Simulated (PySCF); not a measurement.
Ga (SMILES [Ga+]), charge +1, singlet.

PySCF was given this input:
```python
from pyscf import gto, scf, dft

mol = gto.Mole()
mol.atom = '''
    Ga    0.00000000    0.00000000    0.00000000
'''
mol.basis = 'def2-svp'
mol.charge = 1
mol.verbose = 4
mol.build()

mf = dft.RKS(mol)
mf.xc = 'b3lyp'
mf.kernel()
```

Question: What does this run give for the HOMO energy, HOMO-LUMO gap, total energy, number of basis functions?

Answer: 
```yaml
HOMO energy: -16.96 eV
HOMO-LUMO gap: 8.37 eV
total_energy: -1924.392000 Ha
number_of_basis_functions: 32
```
